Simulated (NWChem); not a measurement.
# 1,1,1,3,3-pentafluoropropane (C₃H₃F₅); SMILES FC(F)CC(F)(F)F

```xyz
11

F     -0.7873    -2.5271    -0.0908
C     -0.0886    -1.4124     0.2806
F      1.2168    -1.5898    -0.0733
C     -0.6733    -0.2067    -0.4394
C     -0.0594     1.1191    -0.0290
F      1.2410     1.2095    -0.3737
F     -0.7137     2.1484    -0.6127
F     -0.1383     1.2939     1.3165
H     -0.1396    -1.3146     1.3891
H     -0.5406    -0.3425    -1.5305
H     -1.7584    -0.1581    -0.2251
```
Atoms are numbered in this order, from 1.

Program: NWChem. All runs use the structure optimised with PBE-D3(BJ)/def2-SVP. Level r2SCAN/def2-SVP: energy and gradient on several grids; changes count from the extra-fine grid, which is no exact limit either.

```
grid     size of the energy change (μHa)  largest change of a gradient component (μHa/bohr)  time, medium = 1 (rough)
-------  -------------------------------  -------------------------------------------------  ------------------------
xcoarse                            40000                                               2000                   about 1
coarse                              2000                                                200                   about 1
medium                               900                                                 60                   about 1
fine                                  90                                               < 30                   about 1
xfine                               < 10                                               < 30                         3
```
